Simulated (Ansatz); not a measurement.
One change: `C[O][Ge]([CH3])([NH2])[F]` becomes `[CH3][Ge]([NH2])([F])[Cl]`.

Ansatz, PBE0-D4/def2-TZVP geometries, multiplicity 1. Each molecule was computed in one conformer, which needn't be the lowest.

Scalar relativity is left out up to krypton.

```csv
property,`C[O][Ge]([CH3])([NH2])[F]`
LUMO energy (PBE0/def2-TZVPP) / eV,0.49
HOMO energy (ωB97M-V/def2-TZVPP) / eV,-10.21
size of the dipole moment (B3LYP/def2-TZVPP) / D,1.43
HOMO–LUMO gap (PBE/def2-TZVPP) / eV,5.81
LUMO energy (ωB97M-V/def2-TZVPP) / eV,1.99
LUMO energy (PBE/def2-TZVPP) / eV,-0.41
```

**Question.** What does the change do to each property? (Estimate.)

**Answer.** The calculation gave: 
```
                                        property  `[CH3][Ge]([NH2])([F])[Cl]`  shift
              LUMO energy (PBE0/def2-TZVPP) / eV                         0.10  -0.39
           HOMO energy (ωB97M-V/def2-TZVPP) / eV                       -10.46  -0.25
size of the dipole moment (B3LYP/def2-TZVPP) / D                         2.87   1.44
             HOMO–LUMO gap (PBE/def2-TZVPP) / eV                         5.76  -0.05
           LUMO energy (ωB97M-V/def2-TZVPP) / eV                         1.74  -0.25
               LUMO energy (PBE/def2-TZVPP) / eV                        -0.86  -0.45
```

With PBE0 the HOMO falls by 0.32 eV and the LUMO falls by 0.39 eV, so the gap narrows by about 0.07 eV. PBE moves the HOMO by -0.40 eV and ωB97M-V by -0.25 eV. Dipoles are sizes alone; their direction can turn.

B3LYP here is the variant with VWN-RPA as its local correlation; programs differ in this.
